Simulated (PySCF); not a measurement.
**Radial density of Co⁺ (cobalt, charge +1)**

UHF, [Ar] 3d7 4p1, one real determinant (an excited configuration). Computed with PySCF 2.14 in dyall-av2z (16s12p7d2f, 101 functions), with no relativity, point nucleus.

| r (bohr) | 4πr²ρ (e/bohr) | 4πr²(ρα − ρβ) |
| --- | --- | --- |
| 0.00100 | 0.1599 | 0.0000 |
| 0.00169 | 0.4364 | 0.0000 |
| 0.00284 | 1.160 | -0.0001 |
| 0.00477 | 2.958 | -0.0002 |
| 0.00803 | 7.018 | -0.0005 |
| 0.0135 | 14.80 | -0.0010 |
| 0.0227 | 25.62 | -0.0015 |
| 0.0382 | 32.40 | -0.0008 |
| 0.0643 | 27.89 | 0.0038 |
| 0.108 | 27.36 | 0.0315 |
| 0.182 | 36.55 | 0.2293 |
| 0.306 | 21.10 | 1.1203 |
| 0.514 | 16.15 | 2.7436 |
| 0.865 | 15.49 | 2.6822 |
| 1.46 | 3.855 | 1.0114 |
| 2.45 | 0.6284 | 0.4143 |
| 4.12 | 0.2225 | 0.2158 |
| 6.93 | 0.02284 | 0.0228 |

⟨L²⟩ = 13.97 against 20 for a pure G term, so this real determinant mixes terms.
